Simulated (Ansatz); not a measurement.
Input for Ansatz (development build ahead of 0.2.0):

```yaml
crystal:
  periodic: [false, false, false]
  atoms:
    - { symbol: Mn, position_ang: [0.0, 0.0, 0.0] }
    - { symbol: S, position_ang: [0.0, 0.0, 1.863] }
basis:
  gaussian: { orbitals: pcseg-2 }
magnetization:
  spin_polarized: true
  initial_magnetization: 5
hamiltonian:
  xc: pbe0
```

The input is written out in the form of the current development build from the run's settings.

The run gave:

- Converged: yes
- Total energy: -1548.86456 hartree
- Spin squared of the determinant: 8.824
- Stability test: minimum
